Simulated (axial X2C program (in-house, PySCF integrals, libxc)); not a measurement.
Nuclear properties of TaF⁻

Calculated with an in-house all-electron X2C program for linear molecules (integrals from PySCF): two-component X2C with atomic mean-field Coulomb and Gaunt terms, Gaussian nuclei, basis Ta dyall-acv3z, F dyall-av3z with contracted cores.

R = 1.897 Å (near the PBE0 minimum at charge -1 of the determinant lowest at the starting distance; the state shown can have its own minimum elsewhere).

Input and command:
```json
{"zs": [73, 9], "q": -1, "bas": ["dyall-acv3z", "dyall-av3z"], "r0": 2.1, "levels": ["PBE0", "HF", "r2SCAN", "BP86", "PBE50"], "nst": 3}
```
```bash
python soeom.py task.json out
```

Keys: zs atomic numbers; q charge; bas basis sets; r0 starting distance in Å; levels methods; nst determinants followed.

Determinant lowest in the PBE0 search, Ω = 1/2 (⟨Sz⟩ = 1.45, ⟨Lz⟩ = -0.95 at PBE0), spin on the atoms Ta 1.46, F -0.02:

```json
{"level": "PBE0", "Eeff magnitude (GV/cm)": "7.46", "Ws magnitude Ta (kHz)": "12.8", "A∥/gI Ta (MHz)": "-316", "qzz Ta (a.u.)": "-0.08", "A∥/gI F (MHz)": "-84.8", "qzz F (a.u.)": "0.37"}
{"level": "r2SCAN", "Eeff magnitude (GV/cm)": "9.18", "Ws magnitude Ta (kHz)": "15.6", "A∥/gI Ta (MHz)": "1700", "qzz Ta (a.u.)": "0.11", "A∥/gI F (MHz)": "-83.4", "qzz F (a.u.)": "0.37"}
{"level": "BP86", "Eeff magnitude (GV/cm)": "7.22", "Ws magnitude Ta (kHz)": "12.5", "A∥/gI Ta (MHz)": "-699", "qzz Ta (a.u.)": "0.75", "A∥/gI F (MHz)": "-86.7", "qzz F (a.u.)": "0.39"}
{"level": "PBE50", "Eeff magnitude (GV/cm)": "8.68", "Ws magnitude Ta (kHz)": "15.3", "A∥/gI Ta (MHz)": "231", "qzz Ta (a.u.)": "-0.84", "A∥/gI F (MHz)": "-80.8", "qzz F (a.u.)": "0.35"}
```

Determinant 0.25 eV from it at PBE0 and this distance, Ω = 5/2 (⟨Sz⟩ = 1.47, ⟨Lz⟩ = 1.03 at PBE0), spin on the atoms Ta 1.49, F -0.02:

```tsv
level	Eeff magnitude (GV/cm)	Ws magnitude Ta (kHz)	A∥/gI Ta (MHz)	qzz Ta (a.u.)	A∥/gI F (MHz)	qzz F (a.u.)
PBE0	9.32	2.84	371	0.37	9.2	0.40
HF	35.1	13.2	951	0.93	4.72	0.26
r2SCAN	15.6	5.42	699	0.31	8.22	0.39
BP86	9.57	3.08	244	1.28	9.58	0.42
PBE50	13	4.29	519	-0.47	9.79	0.38
```

Eeff is the effective electric field on the electron electric dipole moment in this Ω state and Ws the scalar–pseudoscalar constant of the nucleus named (defined with the proton number Z and per Ω); A∥ (defined per Ω) follows by multiplying with gI = μI/(I μN); qzz is the electric field gradient, eQq0 = 234.96 MHz × Q/barn × qzz. The operators were transformed with the bare-nucleus X2C matrices; with these basis sets, hyperfine constants and field gradients can be off by tens of per cent, and where levels differ in sign neither size nor sign is settled.

(1) With gI(19F) = 5.2577 (g factors from the IAEA table of nuclear moments by Stone), turn the PBE0 values of the first state into constants in MHz.

Each state is one determinant with collinear spin, which with several unpaired electrons need not be a pure state. Unrestricted Hartree–Fock can overshoot spin polarisation at the nuclei. For an anion, determinants above electron detachment, or with a positive highest level, are held by the basis set. With several open shells hyperfine constants can be off by a factor of several. Where Eeff spreads by more than a factor of two the levels disagree and none is to be relied on. Left out as unconverged or as another state under the same occupation: HF in at least one table. States lie within half an eV, so the first need not be the ground state. Further determinants of the search, some of them spin-mixed, are not shown. Where a field gradient or hyperfine factor spreads by more than a factor of two over the levels, a constant derived from it is not to be relied on. PBE0 term energies can be off by some tenths of an eV.

Results:

(1) A∥(19F) = -84.8 × 5.2577 = -446 MHz.
